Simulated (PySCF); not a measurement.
These are PySCF with B3LYP-D3(BJ)/def2-TZVP // TPSS-D3(BJ)/def2-SVP values and carry that method's errors. Gas-phase values, no solvent. One relaxed conformer stands for a flexible species; it need not be the lowest. B3LYP has the VWN-RPA correlation part, as in Gaussian. 

Reference species: [Mo(OH)5(NH2)] (neutral, multiplicity 1).

- mean distance from the central atom to its bonded neighbours: 1.939 Å
- coordination number: 6

Changed species: [Mo(OH)6] (0 of 6 OH replaced by NH2; the reference has 1 of 6 OH replaced by NH2).

**Question.** Predict the effect on the mean distance from the central atom to its bonded neighbours and coordination number.

**Answer.** the mean distance from the central atom to its bonded neighbours falls by 0.015 Å, to 1.924 Å; the coordination number hardly moves.
